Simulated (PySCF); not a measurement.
This PySCF input asks for the NMR shieldings of SMILES CO[C@@H]1BOCC12COC2, C6H11BO3; the geometry comes from GFN2-xTB.

```python
import basis_set_exchange as bse
import numpy as np
from pyscf import gto, dft
from pyscf.prop import nmr

atoms = """
C     2.259000    1.060967   -0.336360
O     1.776730   -0.259189   -0.458067
C     0.745348   -0.608328    0.434360
B     0.460519   -2.193719    0.563305
O    -0.847239   -2.406508    0.623969
C    -1.607131   -1.214531    0.523886
C    -0.672216   -0.090147    0.060349
C    -1.070608    1.341321    0.447180
O    -1.127276    1.739160   -0.921838
C    -0.848630    0.412860   -1.380925
H     1.521443    1.805271   -0.652448
H     2.563068    1.275017    0.695962
H     3.130196    1.124702   -0.986634
H     0.985196   -0.210554    1.439907
H     1.215703   -3.074536    0.636008
H    -2.433404   -1.390483   -0.171066
H    -2.021561   -0.990339    1.514261
H    -2.049323    1.428673    0.932165
H    -0.333420    1.915215    1.015714
H    -1.699670   -0.014431   -1.920349
H     0.044355    0.366521   -2.008026
"""
names = dict.fromkeys(["C", "O", "B", "H"], "pcSseg-1")
basis = {el: gto.basis.parse(bse.get_basis(n, elements=[el], fmt="nwchem")) for el, n in names.items()}
mol = gto.M(atom=atoms, basis=basis, charge=0, verbose=0)
mf = dft.RKS(mol, xc="PBE0")
mf.grids.level = 2
mf.grids.alignment = dft.numint.BLKSIZE   # the property module wants whole blocks of grid points
mf.conv_tol = 1e-9
mf.kernel()

calc = nmr.RKS(mf)   # GIAO
C = mf.mo_coeff
Co = C[:, mf.mo_occ > 0]
resp = mf.gen_response(singlet=True, hermi=2)
def vind(x):   # induced exchange potential for any number of trial vectors
    d = np.einsum("pi,xij,qj->xpq", C, 2 * x.reshape(-1, C.shape[1], Co.shape[1]), Co, optimize=True)
    return np.einsum("xpq,pi,qj->xij", resp(d - d.transpose(0, 2, 1)), C, Co, optimize=True).ravel()
mo1, _ = nmr.rhf.solve_mo1(calc, with_cphf=vind)
sigma = calc.kernel(mo1)
for i, s in enumerate(sigma):   # ppm
    w = np.linalg.eigvalsh((s + s.T) / 2)
    print("%2d %-2s iso %8.1f  s11 %8.1f  s22 %8.1f  s33 %8.1f" % (i, mol.atom_pure_symbol(i), w.mean(), *w))
```

Question: What does it print?

Answer: 
```
 0 C  iso    124.0  s11     86.9  s22    102.0  s33    183.1
 1 O  iso    312.8  s11    284.3  s22    313.5  s33    340.5
 2 C  iso     97.1  s11     76.3  s22     88.6  s33    126.4
 3 B  iso     53.1  s11     23.0  s22     44.2  s33     92.1
 4 O  iso    114.2  s11   -100.4  s22    149.4  s33    293.6
 5 C  iso     99.4  s11     51.8  s22     98.0  s33    148.4
 6 C  iso    136.9  s11    128.5  s22    139.7  s33    142.6
 7 C  iso    105.4  s11     79.9  s22     89.9  s33    146.3
 8 O  iso    338.1  s11    275.9  s22    358.0  s33    380.6
 9 C  iso    107.1  s11     80.1  s22     90.7  s33    150.5
10 H  iso     27.4  s11     22.5  s22     27.1  s33     32.6
11 H  iso     28.4  s11     24.9  s22     26.3  s33     34.0
12 H  iso     27.7  s11     23.8  s22     24.9  s33     34.3
13 H  iso     28.4  s11     24.4  s22     30.3  s33     30.5
14 H  iso     26.7  s11     25.0  s22     25.7  s33     29.3
15 H  iso     26.7  s11     22.4  s22     27.5  s33     30.2
16 H  iso     27.2  s11     23.5  s22     27.6  s33     30.5
17 H  iso     26.9  s11     24.3  s22     26.3  s33     30.0
18 H  iso     27.0  s11     24.9  s22     25.8  s33     30.3
19 H  iso     27.3  s11     24.3  s22     26.6  s33     30.9
20 H  iso     26.4  s11     24.0  s22     26.3  s33     28.8
```

These numbers come from an equivalent density-fitted implementation of the same equations, which agrees with the script to about 0.01 ppm for H and up to a few tenths of a ppm for heavy atoms, so last digits may differ.

Size and cost of the density-fitted run: 225 basis functions, 54 s wall time on 1 thread of an Arm Neoverse V1, shared host; peak memory 1.1 GiB.
